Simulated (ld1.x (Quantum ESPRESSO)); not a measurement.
**B (Z = 5), RRKJ: configuration errors across variants**

```json
{
 "Element": "boron",
 "Generator": "ld1.x (Quantum ESPRESSO) 7.5",
 "Type": "norm-conserving RRKJ (Kleinman–Bylander form)",
 "Functional": "PBEsol",
 "Relativity": "non-relativistic",
 "Frozen core": "[He]",
 "Valence charge": "3",
 "Reference configuration": "2s2 2p1",
 "Partial waves": "2p (bound): rc 2.70 bohr; 2s (bound): rc 0.95 bohr",
 "Local potential": "the s channel",
 "Core correction": "none"
}
```

All-electron excitation energies from the reference (eV): (1) 2s2 2p0 8.142; (2) 2s1 2p0 33.396; (3) 2s2 2p0.5 2.856; (4) 2s0 2p3 11.644; (5) 2s1 2p1 14.259; (6) 2s1 2p2 5.813; (7) 2s2 2p1.3 -0.725.

3 further variants failed, have other tests or another functional or relativity, and are left out.

Errors AE − PS in meV (a dash: test not solved or not reliable):

```tsv
change	(1)	(2)	(3)	(4)	(5)	(6)	(7)	bound ghosts
base	+68	+227	+9.3	-18	-31	-9.3	+0.8	none
core correction a·sin(br)/r model core inside 1.08 bohr	+65	+202	+8.9	-46	-34	-12	+0.7	none
all radii scaled by about 1.35 (s 1.28, p 3.66 bohr)	+211	+614	+32	-163	-97	-42	+3.4	none
wave 2p (bound): rc 2.70 bohr becomes 2p (bound): rc 2.10 bohr	+34	+123	+4.2	+24	-9.3	+0.9	+0.3	none
type TM	+56	+192	+7.4	-3.3	-24	-5.9	+0.6	none
wave 2s (bound): rc 0.95 bohr becomes 2s (bound): rc 1.20 bohr	+65	+224	+8.8	-41	-31	-9.5	+0.7	none
core correction a·sin(br)/r model core inside 1.18 bohr	+66	+211	+9.0	-36	-33	-11	+0.7	none
```

(1) Give the same row for: wave 2s (bound): rc 0.95 bohr becomes 2s (bound): rc 1.30 bohr.

## Answers

(1) +65, +224, +8.8, -41, -31, -9.5, +0.7; bound ghosts: none.
